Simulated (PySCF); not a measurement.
**Au: excitation energy**

Au [Xe] 4f14 5d10 6s1 (2S) → Au [Xe] 4f14 5d10 6p1 (2P), as a difference of total energies. All numbers are calculated (PySCF 2.14, the spin-free X2C one-electron Hamiltonian (Gaussian nucleus), in x2c-TZVPPall). Correlated levels: valence: [Xe] 4f14 frozen. The calculations carry no spin-orbit coupling.

| method | excitation energy (eV) |
| --- | --- |
| UHF | 4.307 |
| MP2 (valence) | 5.135 |
| SCS-MP2 (valence) | 5.069 |
| CCSD (valence) | 4.936 |
| CCSD(T) (valence) | 4.952 |

Question: How much does correlation contribute at CCSD(T) (valence)?

Answer: 4.952 − (4.307) = 0.645 eV, measured against UHF.

Errors of the correlated levels include the incompleteness of this basis and the frozen core.

The basis was made for the ground configuration and has no added diffuse functions, so the excitation energy can come out too high.

For comparison: 4.947 eV (measured; NIST levels, between the centres of gravity of the two terms).
